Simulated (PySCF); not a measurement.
Gas-phase reaction: 2 GeH₂ + 3 H + C₂H₅ ⇌ 2 CH₃GeH₃. Level: ωB97M-V/def2-TZVP†; standard pressure 1 bar.

Computed with PySCF and rigid-rotor harmonic-oscillator thermochemistry at 1 bar. S°(298 K) at PBE0/def2-TZVP differs from the NASA 1993 table for C₂H₅ (+9 J/mol/K); whether the harmonic model or the table's entry is off was not settled. † marks an energy on the PBE0/def2-TZVP geometry and frequencies. Open shells (unrestricted): H (multiplicity 2), C₂H₅ (multiplicity 2); the rest are closed-shell singlets. Ge: all electrons, no relativistic terms. GeH₂: computed as isolated molecules; such fragments, hydroxides, amides, oligomers or adducts are transient or little studied in the gas. The harmonic model lacks anharmonicity and excited electronic states, which grow with temperature; levels with a mode under 35 cm⁻¹ are left out. Internal rotation in C₂H₅, CH₃GeH₃ is treated as a harmonic vibration of one conformer, which makes the entropy rough.

```csv
T (K),1000/T (1/K),log10 K
800,1.2500,50.91
1000,1.0000,35.21
1200,0.8333,24.75
1400,0.7143,17.29
1600,0.6250,?
1800,0.5556,7.38
```

### Question
Fit log10 K = a + b·(1000/T) to the five rows, get the mean ΔH° and ΔS°, and predict log10 K at 1600 K.

### Answer
Means: 1000/T = 0.8706, log10 K = 27.108. Sums of products about the means: Sxy = 17.91570, Sxx = 0.285735, so b = Sxy/Sxx = 62.70 and a = 27.108 − (62.70)×0.8706 = -27.48.
ΔH° = −R ln 10 × 1000 K × b = −19.145 × (62.70) = -1200 kJ; ΔS° = R ln 10 × a = -526 J/K. The run's own values go from -1202 kJ and -528 J/K at 800 K to -1192 kJ and -521 J/K at 1800 K.
Prediction at 1600 K: -27.48 + (62.70)×0.6250 = 11.71. The computed value is 11.71, 0.00 from the line.
For scale, ΔH°(298 K) is -1191 kJ at this level, -1214 kJ at ωB97X-V/def2-TZVP†, and runs from -1325 to -936 kJ over the 20 levels computed.
